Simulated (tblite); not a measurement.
Isomers of C7H18N2. All values are computed: GFN2-xTB (tblite) harmonic vibrations without scaling, gas phase. The method is semi-empirical: single wavenumbers can be off by several per cent or more. One conformer each.

Electronic energies: GFN2-xTB at the same geometries; isomer energies are rough at this level and their order can be wrong.

```tsv
SMILES	electronic energy, lowest = 0 (kcal/mol)
CN(C)NCC(C)(C)C	1.3
CCCN(NC)C(C)C	3.5
CCCNN(CC)CC	4.6
CCCN(C)N(C)CC	1.0
CCCN(CC)NCC	3.7
CCN(C)NC(C)(C)C	0.0
CNN(C)CC(C)(C)C	2.4
CN(C)N(C)C(C)(C)C	0.1
```

Task: How do GFN2-xTB zero-point energies change the relative energies?

Result: 
```tsv
SMILES	ZPE (kcal/mol)	of it from modes above 1550 cm⁻¹	electronic (kcal/mol)	with ZPE, lowest = 0 (kcal/mol)	lowest mode (cm⁻¹)	rings
CCN(C)NC(C)(C)C	153.9	78.0	0.0	0.3	44	0
CN(C)N(C)C(C)(C)C	153.4	77.3	0.1	0.0	51	0
CCCN(C)N(C)CC	154.0	76.6	1.0	1.4	48	0
CN(C)NCC(C)(C)C	153.8	77.3	1.3	1.5	34	0
CNN(C)CC(C)(C)C	153.8	77.4	2.4	2.6	19	0
CCCN(NC)C(C)C	154.1	77.4	3.5	4.1	64	0
CCCN(CC)NCC	154.3	77.2	3.7	4.5	50	0
CCCNN(CC)CC	154.4	77.3	4.6	5.5	40	0
```

The zero-point energies span 1.0 kcal/mol, from `CN(C)N(C)C(C)(C)C` to `CCCNN(CC)CC`. With it `CN(C)N(C)C(C)(C)C` becomes the lowest.

Task: What do entropy and thermal enthalpy add at 298.15 K and 1 bar (rigid rotor, harmonic oscillator, one conformer each)?

Result: 
```json
{"SMILES": "CCN(C)NC(C)(C)C", "point group": "C1", "symmetry number": "1", "S (cal/(mol K))": "106.2", "H − H(0) (kcal/mol)": "8.27", "ZPE + H − H(0) − TS (kcal/mol)": "130.5"}
{"SMILES": "CN(C)N(C)C(C)(C)C", "point group": "C1", "symmetry number": "1", "S (cal/(mol K))": "103.7", "H − H(0) (kcal/mol)": "8.19", "ZPE + H − H(0) − TS (kcal/mol)": "130.7"}
{"SMILES": "CCCN(C)N(C)CC", "point group": "C1", "symmetry number": "1", "S (cal/(mol K))": "105.7", "H − H(0) (kcal/mol)": "8.13", "ZPE + H − H(0) − TS (kcal/mol)": "130.6"}
{"SMILES": "CN(C)NCC(C)(C)C", "point group": "C1", "symmetry number": "1", "S (cal/(mol K))": "107.7", "H − H(0) (kcal/mol)": "8.32", "ZPE + H − H(0) − TS (kcal/mol)": "130.0"}
{"SMILES": "CCCN(NC)C(C)C", "point group": "C1", "symmetry number": "1", "S (cal/(mol K))": "108.4", "H − H(0) (kcal/mol)": "8.38", "ZPE + H − H(0) − TS (kcal/mol)": "130.2"}
{"SMILES": "CCCN(CC)NCC", "point group": "C1", "symmetry number": "1", "S (cal/(mol K))": "110.3", "H − H(0) (kcal/mol)": "8.36", "ZPE + H − H(0) − TS (kcal/mol)": "129.8"}
{"SMILES": "CCCNN(CC)CC", "point group": "C1", "symmetry number": "1", "S (cal/(mol K))": "110.3", "H − H(0) (kcal/mol)": "8.29", "ZPE + H − H(0) − TS (kcal/mol)": "129.8"}
```

Not tabulated: `CNN(C)CC(C)(C)C` (lowest mode only 19 cm⁻¹).
